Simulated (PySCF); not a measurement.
A calculated (LC-wPBE, PySCF 2.14, x2c-QZVPPall with one added diffuse shell each of s, p, d, f type, the spin-free X2C one-electron Hamiltonian (Gaussian nucleus)) atom or ion has these occupied shells.

```tsv
shell	electrons	orbital energy (eV)	rms radius, mean of both spins (bohr)
1s	2	-2129.4	0.120
2s	2	-218.47	0.566
2p	6	-168.89	0.541
3s	2	-50.078	1.78
```

(1) Name the element and its charge.

Answers

(1) P³⁺ (phosphorus, charge +3), in [Ne] 3s2, closed-shell 1S.
